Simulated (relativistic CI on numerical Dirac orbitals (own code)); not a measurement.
# Radial parameters of Ce VIII

Computed by Dirac-Coulomb-Breit CI, orbitals from a KLI potential per configuration, model QED (radiative potential, 1s self-energy scaled to tabulated hydrogen-like ionisation energies), unscaled Slater integrals (own radial code, finite nucleus).

Slater integrals F^k, G^k are unscaled and averaged over j, outside the closed core [Kr] 4d10; ζ comes from projecting the Hamiltonian with its Breit term on Σ l·s of the shell.

- 5s²5p³: F^2(5p,5p) = 69658, ζ(5p) = 20060 cm⁻¹; <r>(5p) = 1.543, <r^2>(5p) = 2.659 (bohr units).
- 5s²5p²4f: F^2(5p,5p) = 68734, ζ(5p) = 19233, F^2(5p,4f) = 56143, G^2(5p,4f) = 28878, G^4(5p,4f) = 23003, ζ(4f) = 643.37 cm⁻¹; <r>(5p) = 1.565, <r^2>(5p) = 2.734, <r>(4f) = 0.9383, <r^2>(4f) = 1.073 (bohr units).
- 5s5p⁴: F^2(5p,5p) = 69703, G^1(5s,5p) = 90964, ζ(5p) = 19915 cm⁻¹; <r>(5s) = 1.4, <r^2>(5s) = 2.184, <r>(5p) = 1.542, <r^2>(5p) = 2.654 (bohr units).

Averages of the first 10 configurations, taken without configuration mixing, which lowers the lowest level and can move excited configurations by several eV; other configurations of the list can lie among them:

```json
{"Configuration": "5s²5p³", "Parity": "odd", "States": "20", "Average energy above the lowest level (eV)": "5.7"}
{"Configuration": "5s²5p²4f", "Parity": "odd", "States": "210", "Average energy above the lowest level (eV)": "15.5"}
{"Configuration": "5s5p⁴", "Parity": "even", "States": "30", "Average energy above the lowest level (eV)": "27.8"}
{"Configuration": "5s²5p²5d", "Parity": "even", "States": "150", "Average energy above the lowest level (eV)": "35.7"}
{"Configuration": "5p⁵", "Parity": "odd", "States": "6", "Average energy above the lowest level (eV)": "53.2"}
{"Configuration": "5s5p²4f²", "Parity": "even", "States": "2730", "Average energy above the lowest level (eV)": "47.5"}
{"Configuration": "5s²5p4f5d", "Parity": "even", "States": "840", "Average energy above the lowest level (eV)": "45.0"}
{"Configuration": "5s5p³4f", "Parity": "even", "States": "560", "Average energy above the lowest level (eV)": "36.0"}
{"Configuration": "5s5p³5d", "Parity": "odd", "States": "400", "Average energy above the lowest level (eV)": "56.7"}
{"Configuration": "5s²5p²5f", "Parity": "odd", "States": "210", "Average energy above the lowest level (eV)": "64.0"}
```
